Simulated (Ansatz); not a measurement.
A nudged elastic band was laid between two geometries of CH$_{5}$AlSe (8 atoms, charge 0, multiplicity 1).

Computed with Ansatz, RKS PBE-D4/def2-SVP.

| Item | Value |
| --- | --- |
| movable images | 9 |
| climbing image | yes |
| spring | 5.0 eV/Å² |
| optimiser | quadratic models (default) |
| start path | IDPP |
| force threshold | 0.03 eV/Å |
| iteration limit | 60 |
| end points | relaxed |

Image 0:

```xyz
8
Properties=species:S:1:pos:R:3
C -0.795 1.049 -0.471
Al 0.560 -0.313 -0.084
Se 0.129 -1.848 1.624
H -0.391 2.065 -0.273
H -1.719 0.928 0.130
H -1.079 1.028 -1.545
H 1.952 -0.438 -0.863
H 1.434 -2.528 1.426
```

Image 10:

```xyz
8
Properties=species:S:1:pos:R:3
C -0.641 0.878 -0.428
Al 0.874 -0.358 -0.260
Se 0.921 -2.043 1.358
H -0.318 1.914 -0.188
H -1.492 0.626 0.236
H -1.014 0.899 -1.474
H 2.175 -0.309 -1.188
H -0.414 -1.664 1.889
```

Question: Which bonds break or form, and what moves?

Answer: No bond is made or broken. The dihedral C1–Al2–Se3–H8 goes from -180 to 0°.

Question: Give the energies along the band, and the barrier.

Answer: The forces met the threshold. The highest image is number 5 of 0 to 10, 7.5 kcal/mol above the ends, which have the same energy within 2 meV. A vibrational analysis at the climbing image gives one clearly imaginary mode, 319i cm⁻¹: a first-order saddle point.

| image | path coordinate (Å) | energy (kcal/mol) | dihedral C1–Al2–Se3–H8 (°) |
| --- | --- | --- | --- |
| 0 | 0.00 | 0.0 | -180 |
| 1 | 0.35 | 0.6 | -163 |
| 2 | 0.69 | 2.3 | -145 |
| 3 | 1.04 | 4.7 | -127 |
| 4 | 1.38 | 6.7 | -109 |
| 5 | 1.73 | 7.5 | -91 |
| 6 | 2.06 | 6.7 | -73 |
| 7 | 2.40 | 4.7 | -54 |
| 8 | 2.73 | 2.3 | -35 |
| 9 | 3.06 | 0.6 | -15 |
| 10 | 3.40 | 0.0 | 0 |

Question: What is the geometry of the highest image?

Answer: 
```xyz
8
Properties=species:S:1:pos:R:3:forces:R:3
C -0.544 1.140 -0.181 -0.01 0.00 -0.01
Al 0.428 -0.539 -0.455 0.01 0.00 0.00
Se -0.090 -2.488 0.804 0.00 0.00 0.00
H 0.159 1.988 -0.030 0.00 0.00 0.00
H -1.248 1.107 0.674 0.00 0.00 0.00
H -1.129 1.385 -1.096 0.00 0.00 0.01
H 1.587 -0.627 -1.557 0.00 0.00 0.00
H 0.929 -2.021 1.786 0.00 0.00 0.00
```

Question: What are the harmonic wavenumbers there?

Answer: 319i, 11i, 147, 332, 344, 468, 549, 637, 648, 745, 1157, 1366, 1373, 1866, 2332, 2957, 3041, 3083 cm⁻¹.

The run took 3 min on 1 thread of AMD EPYC (Zen 3) (shared host), peak memory 0.14 GiB.
